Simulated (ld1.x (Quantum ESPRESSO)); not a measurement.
## Zn (Z = 30): one change to a PAW potential, before and after

| Property | Result |
| --- | --- |
| Element | zinc (Zn) |
| Generator | ld1.x (Quantum ESPRESSO) 7.5 |
| Type | PAW |
| Functional | LDA (PZ) |
| Relativity | scalar-relativistic |
| Frozen core | [Ar] |
| Valence charge | 12 |
| Reference configuration | 3d10 4s0.5 4p0 (charge +1.5) |
| Partial waves | 4s (bound): rcut 1.80, rcutus 2.15 bohr; 4s channel at -0.5 Ry: rcut 1.80, rcutus 2.15 bohr; 4p (bound, empty): rcut 2.70, rcutus 2.90 bohr; 4p channel at -0.2 Ry: rcut 2.70, rcutus 2.90 bohr; 3d (bound): rcut 1.05, rcutus 1.35 bohr; 3d channel at -1.05 Ry: rcut 1.05, rcutus 1.35 bohr; 4f channel at 0.3 Ry: rcut 1.45, rcutus 2.00 bohr; 4f channel at 2.1 Ry: rcut 1.45, rcutus 2.00 bohr |
| Local potential | all-electron potential smoothed inside 1.35 bohr (lloc = -1) |
| Core correction | Bessel-smoothed model core inside 1.00 bohr |
| Augmentation charge | PSQ, inside the norm-conserving radii |

Change: core correction a·sin(br)/r model core, default radius (ld1.x builds one for every PAW set, though the input has nlcc=.false.).

Cutoffs: the cutoffs (Ry, on a coarse ladder) from which the occupation-weighted sum of valence levels, in a spherical-Bessel basis at the reference potential, stays within 10 and 1 mRy of its value at 400 Ry; they do not see the model core or the augmentation charge, which bear on the density cutoff. Errors are all-electron minus pseudo energies relative to the spin-unpolarised reference configuration.

**Question.** Predict the effect on cutoff, ghosts and configuration errors.

**Answer.** The potential gets neither clearly harder nor softer (70 Ry and 110 Ry → 70 Ry and 110 Ry); of the 9 tests that both files solve, the error grows in 3 and shrinks in 3 by more than 15 % and 0.3 meV (median size 0.5 → 0.5 meV); neither file shows a bound ghost. A model core, the more so a compact one, raises the density cutoff, which this test does not measure.

```tsv
quantity	base	changed
cutoff, loose	70 Ry	70 Ry
cutoff, tight	110 Ry	110 Ry
bound ghosts	none	none
error for 3d10 4s2 4p0, meV [ΔE -18.46 eV]	+1.2	+5.5
error for 3d10 4s1 4p0, meV [ΔE -8.27 eV]	+0.5	+1.3
error for 3d10 4s0 4p0, meV [ΔE 10.50 eV]	-1.9	-0.3
error for 3d10 4s0 4p2, meV [ΔE -7.70 eV]	+0.4	+0.3
error for 3d9 4s2 4p0, meV [ΔE -0.25 eV]	-26	-20
error for 3d9 4s2 4p1, meV [ΔE -6.10 eV]	-34	-24
error for 3d10 4s0 4p1, meV [ΔE -1.84 eV]	+0.5	+0.5
error for 3d10 4s0.5 4p0 (spin-polarised), meV [ΔE -0.07 eV]	-0.2	-0.2
error for 3d10 4s1 4p0 (spin-polarised), meV [ΔE -8.52 eV]	0.0	+0.5
s: phases at 3.13 bohr within 0.05 rad from the reference energy up to (Ry; the scan ends near 5)	n/a	n/a
p: phases at 3.13 bohr within 0.05 rad from the reference energy up to (Ry; the scan ends near 5)	1.6	1.6
d: phases at 3.13 bohr within 0.05 rad from the reference energy up to (Ry; the scan ends near 5)	to the end of the scan	to the end of the scan
f: phases at 3.13 bohr within 0.05 rad from the reference energy up to (Ry; the scan ends near 5)	to the end of the scan	to the end of the scan
lowest overlap eigenvalue by channel	s 0.30, p 0.49, d 1.00, f 0.51	s 0.30, p 0.49, d 1.00, f 0.51
```
